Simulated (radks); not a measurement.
The numbers below are computed, except where a source is named.
Q: The table gives one normalised radial function P(r) = r R(r) of F7+ in [He] (r in bohr). Level of theory: non-relativistic Kohn-Sham, BLYP, spin-polarised, spherical densities, point nucleus (a radial shooting solver on a logarithmic mesh with Libxc functionals).

r,P
0.006479,0.3189
0.007543,0.3676
0.008781,0.4232
0.01022,0.4864
0.012,0.5617
0.01397,0.6424
0.01626,0.7325
0.01893,0.8325
0.02204,0.9425
0.02565,1.0620
0.02986,1.1905
0.03477,1.3263
0.04047,1.4670
0.0475,1.6167
0.05529,1.7556
0.06437,1.8852
0.07494,1.9982
0.08724,2.0863
0.1016,2.1408
0.1182,2.1530
0.1376,2.1155
0.1602,2.0236
0.188,1.8671
0.2189,1.6667
0.2548,1.4265
0.2967,1.1628
0.3454,0.8959
0.4021,0.6465
0.4681,0.4325
0.5449,0.2653
0.6344,0.1473

Which n and l does it have? It may be an empty orbital.

A: n = 1, l = 0: the number of nodes gives n - l - 1 = 0, the rise at small r (about r^(l+1)) gives l, and the extent must fit the shell. The curve is that of 1s. 1s: eigenvalue -900.52 eV, 0 radial nodes, <r> = 0.174 bohr, 90 % of the charge inside 0.311 bohr.
